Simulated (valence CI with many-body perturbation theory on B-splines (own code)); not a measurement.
The numbers below are computed, except where a source is named.
# From CI to CI+MBPT in Sn XLV

Method: configuration interaction combined with many-body perturbation theory (CI+MBPT): four valence electrons over a frozen Dirac-Fock core [He], radial functions for each j: 11 s, 11 p, 9 d, 7 f, 5 g, 2 h, 1 i, with the one-electron correlation potential Σ1 (screened to all orders), the two-electron term Σ2, the three-electron term Σ3, Breit, model QED; selected single and double excitations, second order for the rest (own B-spline code, finite nucleus).

No measured spectrum was set against this ion. As an estimate, large intervals hold to a few tenths of a per cent, small ones and those within an open d or f shell to about a per cent. Among the levels kept, up to 270 cm⁻¹ of a level comes from second order outside the variational space, and about a tenth of that is noise between levels of different J, which matters for small intervals.

Each rung adds one term. CI alone is the Dirac-Coulomb CI over the frozen core; QED comes last and gives the full result, which names the levels. Energies are above (2s^2 2p1/2^2) J=0 on the same rung, in Ry.

Levels are named by their leading jj configuration (3d3/2^4 stands for four electrons in 3d with j = 3/2), which in mixed levels can hold well under half, so a name can repeat and another be missing. Letters in brackets count levels of one name in rising energy.

| Level | CI alone | + Σ1 | + Σ2 | + Σ3 | + Breit | Full |
| --- | --- | --- | --- | --- | --- | --- |
| (2s^2 2p1/2 2p3/2) J=1 | 17.46 | 17.46 | 17.46 | 17.46 | 17.13 | 17.16 |
| (2s^2 2p1/2 2p3/2) J=2 | 18.72 | 18.72 | 18.72 | 18.72 | 18.21 | 18.24 |
| (2s 2p1/2^2 2p3/2) J=2 | 29.78 | 29.77 | 29.76 | 29.76 | 29.63 | 29.34 |
| (2s 2p1/2^2 2p3/2) J=1 | 33.86 | 33.85 | 33.83 | 33.82 | 33.77 | 33.47 |
| (2s^2 2p3/2^2) J=2 | 36.90 | 36.91 | 36.91 | 36.91 | 36.15 | 36.22 |
| (2s^2 2p3/2^2) J=0 | 39.40 | 39.41 | 39.41 | 39.41 | 38.84 | 38.91 |
| (2s 2p1/2 2p3/2^2) J=2 [a] | 46.27 | 46.26 | 46.25 | 46.25 | 45.87 | 45.60 |
| (2s 2p1/2 2p3/2^2) J=3 | 48.89 | 48.88 | 48.87 | 48.86 | 48.21 | 47.95 |
| (2s 2p1/2 2p3/2^2) J=0 | 50.93 | 50.92 | 50.92 | 50.91 | 50.65 | 50.39 |
| (2s 2p1/2 2p3/2^2) J=1 [a] | 52.02 | 52.01 | 51.99 | 51.98 | 51.61 | 51.35 |
| (2s 2p1/2 2p3/2^2) J=2 [b] | 52.93 | 52.93 | 52.90 | 52.90 | 52.36 | 52.09 |
| (2s 2p1/2 2p3/2^2) J=1 [b] | 53.03 | 53.03 | 53.01 | 53.00 | 52.65 | 52.38 |
| (2p1/2^2 2p3/2^2) J=2 | 66.14 | 66.12 | 66.08 | 66.07 | 65.94 | 65.35 |
| (2s 2p3/2^3) J=2 | 68.67 | 68.67 | 68.65 | 68.65 | 67.93 | 67.70 |
| (2p1/2^2 2p3/2^2) J=0 | 68.89 | 68.86 | 68.83 | 68.81 | 68.88 | 68.29 |
| (2s 2p3/2^3) J=1 | 72.45 | 72.45 | 72.43 | 72.42 | 71.73 | 71.50 |
| (2p1/2 2p3/2^3) J=1 | 84.11 | 84.09 | 84.05 | 84.04 | 83.70 | 83.13 |
| (2p1/2 2p3/2^3) J=2 | 85.42 | 85.40 | 85.37 | 85.36 | 84.84 | 84.28 |
| (2p3/2^4) J=0 | 104.78 | 104.77 | 104.74 | 104.73 | 104.10 | 103.57 |
| (2s^2 2p1/2 3s) J=0 | 311.71 | 311.73 | 311.73 | 311.73 | 311.09 | 311.19 |
| (2s^2 2p1/2 3s) J=1 | 311.92 | 311.95 | 311.95 | 311.94 | 311.27 | 311.38 |
| (2s^2 2p1/2 3p1/2) J=1 | 315.49 | 315.51 | 315.51 | 315.50 | 314.93 | 314.94 |
| (2s^2 2p1/2 3p1/2) J=0 | 317.38 | 317.41 | 317.40 | 317.40 | 316.87 | 316.88 |
| (2s^2 2p1/2 3p3/2) J=1 | 321.11 | 321.13 | 321.12 | 321.12 | 320.55 | 320.52 |
| (2s^2 2p1/2 3p3/2) J=2 | 321.75 | 321.77 | 321.77 | 321.76 | 321.08 | 321.10 |
| (2s 2p1/2^2 3s) J=1 | 323.24 | 323.25 | 323.24 | 323.24 | 322.86 | 322.69 |
| (2s 2p1/2^2 3s) J=0 | 324.31 | 324.32 | 324.31 | 324.30 | 324.03 | 323.80 |
| (2s^2 2p1/2 3d3/2) J=2 | 324.89 | 324.92 | 324.91 | 324.91 | 324.21 | 324.22 |
| (2s^2 2p1/2 3d3/2) J=1 | 325.96 | 325.98 | 325.97 | 325.97 | 325.33 | 325.28 |
| (2s 2p1/2^2 3p1/2) J=0 | 326.66 | 326.67 | 326.66 | 326.65 | 326.49 | 326.16 |
| (2s^2 2p1/2 3d5/2) J=2 | 327.09 | 327.12 | 327.12 | 327.11 | 326.37 | 326.39 |

How does the ionisation energy move along the ladder, and which term matters most?

CI alone 7553.8, + Σ1 7554.2, + Σ2 7554.2, + Σ3 7554.1, + Breit 7543.7, + QED 7544.0 eV. The largest step is Breit, -10.3 eV. NIST lists 7531 ± 8 eV (semi-empirical).
